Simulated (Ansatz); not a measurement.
`C[Se][Ti]([OH])([F])[Cl]` and `[OH][Ti]([F])([Cl])[Cl]` differ in one atom or group.

Ansatz, PBE0-D4/def2-TZVP geometries, multiplicity 1. Each molecule was computed in one conformer, which needn't be the lowest.

Scalar relativity is left out up to krypton.

```json
{"property": "LUMO energy (B3LYP/def2-TZVPP) / eV", "`C[Se][Ti]([OH])([F])[Cl]`": "-2.79"}
{"property": "HOMO–LUMO gap (PBE0/def2-TZVPP) / eV", "`C[Se][Ti]([OH])([F])[Cl]`": "4.50"}
{"property": "size of the dipole moment (B3LYP/def2-TZVPP) / D", "`C[Se][Ti]([OH])([F])[Cl]`": "1.59"}
{"property": "HOMO–LUMO gap (PBE/def2-TZVPP) / eV", "`C[Se][Ti]([OH])([F])[Cl]`": "2.54"}
{"property": "HOMO energy (B3LYP/def2-TZVPP) / eV", "`C[Se][Ti]([OH])([F])[Cl]`": "-6.85"}
{"property": "HOMO–LUMO gap (ωB97M-V/def2-TZVPP) / eV", "`C[Se][Ti]([OH])([F])[Cl]`": "8.67"}
```

Q: What does the change do to each property? (Best estimate.)

A: Ansatz gave: 
```csv
property,`[OH][Ti]([F])([Cl])[Cl]`,shift
LUMO energy (B3LYP/def2-TZVPP) / eV,-3.29,-0.50
HOMO–LUMO gap (PBE0/def2-TZVPP) / eV,6.30,1.80
size of the dipole moment (B3LYP/def2-TZVPP) / D,2.59,1.00
HOMO–LUMO gap (PBE/def2-TZVPP) / eV,4.03,1.49
HOMO energy (B3LYP/def2-TZVPP) / eV,-9.06,-2.21
HOMO–LUMO gap (ωB97M-V/def2-TZVPP) / eV,10.70,2.03
```

With PBE0 the HOMO falls by 2.28 eV and the LUMO falls by 0.47 eV, so the gap widens by about 1.81 eV. PBE moves the HOMO by -1.96 eV and ωB97M-V by -2.41 eV. Dipoles are sizes alone; their direction can turn.

B3LYP here is the variant with VWN-RPA as its local correlation; programs differ in this.

Spin–orbit coupling is left out; it splits and shifts lone-pair levels of the heavy atoms by tenths of an eV.
